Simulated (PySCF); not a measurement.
**GeCl₄ + SiCl₂ → GeCl₂ + SiCl₄**

Level: PBE0 in the def2-TZVP basis family, all electrons, no relativity, computed in PySCF with density fitting; open shells unrestricted.

```csv
species,state and structure,ZPE (kJ/mol),H(298 K) − H(0) (kJ/mol),S° (J/(mol K))
GeCl₄,"singlet, Td, Ge–Cl 2.117 Å (×4)",15.2,21.2,348.6
SiCl₂,"singlet, C2v, Si–Cl 2.078 Å (×2); Cl–Si–Cl 101.4°",7.4,12.5,281.6
GeCl₂,"singlet, C2v, Ge–Cl 2.182 Å (×2); Cl–Ge–Cl 100.1°",5.7,13.2,295.3
SiCl₄,"singlet, Td, Si–Cl 2.022 Å (×4)",19.4,19.5,331.3
```

Problem. Is the gas-phase reaction uphill or downhill in electronic energy at this level, and by how much?

Solution. At PBE0/def2-TZVP, ΔE = -153.6 kJ/mol, downhill. The heavier germanium gives up the higher oxidation state, the inert-pair effect.

Problem. Add zero-point, thermal and entropy terms for 298.15 K and 1 bar.

Solution. ΔZPE = 2.5 and Δ[H(298) − H(0)] = -1.0 kJ/mol give ΔH° = -152.1 kJ/mol. ΔS° = -3.6 J/(mol K), so ΔG° = -152.1 − 298.15 × (-0.0036) = -151 kJ/mol.

Only the bonding shown was studied: isomers, or loss of a ligand pair, can lie lower.
